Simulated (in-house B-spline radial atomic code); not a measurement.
Atomic self-consistent-field run: Ca²⁺ (an excited or competing configuration). Level of theory: non-relativistic LC-wPBE, spin-polarised, spherical fractional occupations, exact exchange averaged over the configuration, point nucleus; calculated with a B-spline radial code for spherical atoms.

Command:
```bash
python run_scf.py task.json out
```
Settings:
```
Z                20
configuration    [Ne] 3s1 3p6 4f1
hamiltonian      nr
method           lc_wpbe
spin_polarised   True
exact_exchange   averaged over the configuration
```

Output (hartree, bohr):
```
 radial grid: 51 intervals, B-splines of order 8, outer radius 38.5185 bohr

 iter        energy (Eh)    residual
    1        -669.235840    3.61e-01
    2        -673.759305    1.64e-01
    3        -674.374016    5.59e-02
    4        -674.436414    2.18e-02
    5        -674.444395    6.22e-03
    6        -674.445124    2.89e-04
    7        -674.445128    8.14e-05
    8        -674.445128    7.51e-06
    9        -674.445128    9.95e-07
   10        -674.445128    4.62e-08

 total energy                      -674.44513
 kinetic                             673.8311
 electron-nucleus                  -1578.7808
 Hartree                             265.3794
 exact exchange                       -3.6523
 exchange-correlation                -31.2224

 orbital      occ     eigenvalue          <r>       <r^2>       <1/r>       r_max
 1s up      1.000      -145.7642    0.0773568  0.00803516     19.5396     0.05079
 1s down    1.000      -145.7510    0.0773591   0.0080355     19.5388      0.0508
 2s up      1.000       -16.4674     0.366485    0.158987     4.00992      0.3018
 2s down    1.000       -16.4536     0.366505    0.158972     4.00888       0.302
 2p up      3.000       -13.6615     0.328341    0.133301     3.93718      0.2475
 2p down    3.000       -13.6474     0.328285    0.133211     3.93718      0.2475
 3s up      1.000        -2.9780      1.12845     1.46106     1.23649      0.9866
 3p up      3.000        -2.2363      1.19939     1.67579     1.13427       1.024
 3p down    3.000        -2.1685      1.20747     1.70139     1.12819       1.027
 4f up      1.000        -0.2931      5.80179     37.4285    0.194938       5.298
```

Time taken, with all properties: 0.68 s on 1 thread of Arm Neoverse N1, with other jobs on the host.
